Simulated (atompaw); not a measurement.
## PBE PAW (atompaw) dataset for Mo (Z = 42), scalar-relativistic all-electron reference.

Mo (Z = 42), PAW, made with atompaw 4.2.0.5 (PBE, scalar-relativistic). Core [Ar] 3d10, reference 4s2 4p6 4d5 5s0 5p0 (charge +1). Waves: 4s (bound): rc 1.20 bohr; 5s (bound, empty): rc 2.25 bohr; 4p (bound): rc 1.30 bohr; 5p (bound, empty): rc 2.25 bohr; 4d (bound): rc 1.80 bohr; 4d channel at 0.85 Ry: rc 1.80 bohr. Local part: bessel scheme, radius 1.75 bohr. Core correction: smooth core density matched at 1.90 bohr. Augmentation charge: gaussian compensation charge, radius 1.85 bohr; PAW radius 2.25 bohr; waves and projectors: custom polynom vanderbiltortho.

All-electron outer shells of the reference configuration (PBE, scalar-relativistic, ld1.x):

```csv
shell,level (eV),outermost node (bohr),outermost maximum (bohr)
3d,-227.66,–,0.32
4s,-71.11,0.51,0.99
4p,-45.29,0.52,1.08
4d,-10.41,0.53,1.38
5s,-9.83,1.34,2.79
5p,-5.91,1.53,3.53
```

(1) Estimate the cutoffs (Ry, on a coarse ladder) from which the occupation-weighted sum of valence levels, in a spherical-Bessel basis at the reference potential, stays within 10 and 1 mRy of its value at 400 Ry.

(2) What does a ghost test show?

(3) Is the overlap operator S = 1 + Σ q|β⟩⟨β| positive definite (Bessel basis up to 400 Ry)?

(4) Which valence shell sets the plane-wave cutoff?

## Answers

(1) 45 Ry and 80 Ry.

(2) No extra level below or beside the all-electron valence levels (s, p, d, f tested).

(3) Yes: its lowest eigenvalue is 0.57 (p channel).

(4) 4s: its level needs 70 Ry to come within 1 mRy, against 45 Ry for 4p.
